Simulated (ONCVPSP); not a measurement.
# Pseudopotentials across the periodic table

Generated with ld1.x 7.5 (TM, RRKJ, ultrasoft, PAW), atompaw 4.2 or ONCVPSP 4.0.1. The cutoff is in Ry: for ld1.x and atompaw files where the sum of valence levels is converged to 10 mRy in a Bessel basis, for ONCV files where the hardest occupied wave has 1 mHa per electron of residual kinetic energy. The error is the largest all-electron minus pseudo excitation energy over each file’s own four to seven test configurations (ionisations up to +4, promotions, holes and added fractions of an electron), all of which were solved. The labels leave out finer settings (local radius, basis sizes, second energies), which also bear on the numbers. Spin-polarised tests are not counted. The rows are a selection from randomly drawn settings: files with unsolved tests, undetermined cutoffs or missed reference levels are left out.

A true bound ghost makes a file unfit for plane-wave use even where its test errors are small: the radial tests pick states by their node count and pass the ghost by.

```tsv
element	potential	cutoff (Ry)	largest error (meV)	bound ghosts
Co	ONCV, PBE, scalar-relativistic, rc 1.55/0.75/1.00/1.55 (spdf), local smoothed, core correction yes, reference 3s2 3p6 3d7.5 4s1.5, qcut 10.2/10.6/18.1/7.5, projectors 2/2/2/2	215	-2.0	none
Cs	ONCV, LDA (Perdew-Zunger), scalar-relativistic, rc 2.60/2.40/2.30 (spd), local smoothed, core correction yes, reference 5s2 5p6, qcut 6.1/6.3/4.7, projectors 2/3/2	25	+0.3	none
Sm	ONCV, Wu-Cohen, scalar-relativistic, rc 2.45/2.35/2.85 (spd), local smoothed, core correction yes, reference 5s2 5p6 5d1 6s1.75 6p0.25, qcut 5.3/5.8/4.5, projectors 2/2/3	21	-6.3	none
Lu	ONCV, PBEsol, scalar-relativistic, rc 1.70/1.35/1.05/0.85 (spdf), local smoothed, core correction no, reference 4d10 4f13 5s2 5p6 5d2 6s2, qcut 6.9/4.8/13.1/23.7, projectors 3/2/2/2	421	-30	s
Hf	ONCV, PBEsol, scalar-relativistic, rc 2.15/1.80/1.80 (spd), local smoothed, core correction yes, reference 5s2 5p6 5d2 6s1.75, qcut 6.8/7.6/8.2, projectors 2/2/1	34	-2.0	none
Ta	ONCV, LDA (Perdew-Zunger), scalar-relativistic, rc 1.90/1.40/2.60/2.30 (spdf), local smoothed, core correction yes, reference 5s2 5p6 5d3 6s0.5, qcut 7.9/5.6/5.3/5.6, projectors 2/2/1/1	123	-116	none
```

(1) Fill in the row for Lu: ONCV, LDA (Perdew-Zunger), non-relativistic, rc 3.30/3.95/1.90/0.75 (spdf), local smoothed, core correction yes, reference 4f14 5d1 6s1.5 6p0.5, qcut 1.8/2.4/5.4/26.1, projectors 1/2/1/2.

(2) Fill in the row for C: ONCV, PBE, scalar-relativistic, rc 1.20/1.50/1.55 (spd), local smoothed, core correction no, reference 2s1.5 2p2.5, qcut 5.3/6.1/6.7, projectors 3/1/2.

(3) Fill in the row for Ge: ONCV, BLYP, scalar-relativistic, rc 1.75/1.20/0.95 (spd), local smoothed, core correction no, reference 3p6 3d10 4s2 4p1.5, qcut 4.3/12.8/19.4, projectors 3/2/1.

Results:

(1) cutoff 513 Ry, largest error -4.7 meV, bound ghosts: s, p, d.

(2) cutoff 50 Ry, largest error +252 meV, bound ghosts: s.

(3) cutoff 260 Ry, largest error -7.2 meV, bound ghosts: none.
